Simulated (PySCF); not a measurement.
Al(F)(Cl)(OMe) (CH3AlClFO), SMILES C[O][Al]([F])[Cl]. Atoms are numbered in the order given.

```xyz
8

Al     0.2792    -0.1111     0.0000
F      1.9353    -0.0379     0.0000
Cl    -0.6404    -1.9779     0.0000
O     -0.6599     1.2740     0.0000
C     -0.5487     2.6699     0.0000
H     -1.0454     3.0921    -0.8911
H      0.5018     3.0140     0.0000
H     -1.0454     3.0921     0.8911
```

Coordinates come from a B3LYP-D3(BJ)/def2-SVP optimisation. The structure was generated by enumeration; whether it is a known compound was not checked. The values are those of a single conformer.

Method: PySCF 2.14.0 with B3LYP-D3(BJ)/def2-SVP.

Frequencies are harmonic and unscaled.

```
mode  ν (cm⁻¹)  IR (km/mol)  Raman (Å⁴/amu)  depolarisation    moving atoms (share of kinetic energy)
----  --------  -----------  --------------  --------------  ----------------------------------------
1           62          0.0             0.0               –                                    H 97 %
2           81          4.3             0.6            0.75     C 33 %, F 21 %, H 21 %, O 9 %, Cl 8 %
3           92          1.6             0.1            0.75                    O 46 %, H 20 %, C 19 %
4          182         17.4             1.4            0.75  F 33 %, Cl 26 %, O 14 %, Al 14 %, C 11 %
5          263         84.7             0.3            0.75                   Al 67 %, O 16 %, F 13 %
6          264         24.6             1.1            0.54                   O 39 %, F 24 %, Cl 22 %
7          491         46.4             9.0            0.09          Cl 39 %, F 19 %, O 17 %, Al 16 %
8          754         91.8             4.8            0.20                   Al 53 %, C 19 %, O 11 %
9          907        124.9             0.9            0.74                           Al 48 %, F 45 %
10        1181         37.8             3.0            0.70                     H 70 %, C 21 %, O 9 %
11        1187          0.2             0.7            0.75                            H 77 %, C 19 %
12        1255        383.9             3.5            0.09                            O 57 %, C 30 %
13        1475          1.8            19.9            0.75                                    H 97 %
14        1478          2.6            22.2            0.73                                    H 96 %
15        1487         15.4            10.5            0.68                             H 89 %, C 9 %
16        2993         87.1           157.6            0.00                                    H 97 %
17        3069         41.3            91.4            0.64                            H 90 %, C 10 %
18        3077         35.8           115.8            0.75                            H 90 %, C 10 %
```
